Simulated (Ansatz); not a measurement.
Nb3Te5, relaxed as a doublet with UKS PBE-D4/def2-SVP in Ansatz, starting from the GFN1-xTB geometry. Force threshold 0.03 eV/Å.

In the def2 sets Nb, Te take a core potential; there is no spin–orbit coupling. The structure comes from a short search, and lower isomers may exist.

Start:

```xyz
8

Nb    2.5969    0.6659   -0.6581
Nb    0.6919    0.9067   -2.3446
Nb   -0.0159   -0.4558   -0.2283
Te    2.1955   -1.5461    0.8953
Te    0.2940    2.4080    0.3570
Te   -1.6937   -2.6051   -0.1115
Te   -1.2049    0.8287    1.9815
Te   -2.8638   -0.2023    0.1088
```

Q: Estimate the energy that the relaxation releases and the steps that it takes.

A: 3.29 eV, in 14 steps; 4.5 min on 4 threads of Intel Xeon on a shared host. No frequencies were taken in this run, so the end may be a saddle point.

Q: Does the start keep its bonding?

A: Bonds lost: Te5–Te7 (atoms count from 1). Bonds formed: Nb2–Te6, Nb2–Te8 (atoms count from 1).

Q: Predict the relaxed structure.

A: 
Cartesian coordinates in Å:
```
Nb 2.2015 0.3604 -1.0275
Nb -0.0823 0.3501 -1.8024
Nb 0.2540 -0.1998 0.7479
Te 2.5807 -1.5614 0.8842
Te 0.6565 2.4818 -0.2107
Te -1.0737 -2.1046 -0.8096
Te -1.8257 0.5257 2.4352
Te -2.7110 0.1479 -0.2171
```
Bond lengths (bridged metal pairs left out): 10 × Nb–Te 2.70 to 3.14 Å; 2 × Te–Te 2.82 to 2.85 Å.
